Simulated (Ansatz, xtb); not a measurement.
## Two isomers of C5H7ClSi

Structure X is `[SiH3]C1=C(Cl)C=CC1`, a singlet and structure Y is `[SiH3][C@@H]1C=CC=C1Cl`, a singlet. Both are isolated molecules in the gas phase, relaxed with B3LYP/def2-SVP.

Q: Estimate which is lower in electronic energy at CCSD(T)/def2-SVP + ΔMP2/def2-TZVPP, and by roughly how much.

A: Too close to call at this level: CCSD(T)/def2-SVP + ΔMP2/def2-TZVPP gives E(Y) − E(X) = −0.53 kcal/mol.

Level by level:

| level | geometry | E(Y) − E(X) (kcal/mol) | departure from the last row (kcal/mol) | job, with rough time for the two |
| --- | --- | --- | --- | --- |
| GFN2-xTB | GFN2-xTB | −1.40 | −0.87 | optimisation, 1.2 s |
| HF/STO-3G | GFN2-xTB | +3.36 | +3.89 | single point, 4 s |
| r2SCAN-D4/def2-SVP | GFN2-xTB | −0.19 | +0.34 | single point, 22 s |
| B3LYP/def2-SVP | B3LYP/def2-SVP | +0.69 | +1.22 | optimisation, 3.8 min |
| HF/def2-SVP | B3LYP/def2-SVP | +1.61 | +2.14 | part of the CCSD(T) run |
| MP2/def2-SVP | B3LYP/def2-SVP | −1.03 | −0.49 | part of the CCSD(T) run |
| CCSD(T)/def2-SVP | B3LYP/def2-SVP | 0.00 | +0.53 | single point |
| CCSD(T)/def2-SVP + ΔMP2/def2-TZVPP | B3LYP/def2-SVP | −0.53 |  | single point, 5.1 min |

As drawn, both hold the same kinds of bond in the same numbers.

The largest departure from CCSD(T)/def2-SVP + ΔMP2/def2-TZVPP is that of HF/STO-3G, 3.89 kcal/mol. The last row adds to CCSD(T) the change of the MP2 difference between the two basis sets, here −0.53 kcal/mol.

With thermal terms from frequencies at re-optimised GFN2-xTB minima (ideal gas, soft modes damped towards free rotors, one conformer each, 298.15 K, 1 atm): on the last row, ΔE + ΔZPE = −0.21, ΔH = −0.39, ΔG = +0.12 kcal/mol.

The correlated steps freeze 15 core orbitals. Mirror images aren't counted in ΔG. Run with Ansatz 0.2.0, xtb 6.7.1; the last row on 2 threads of AMD EPYC (Zen 3) on a shared host.
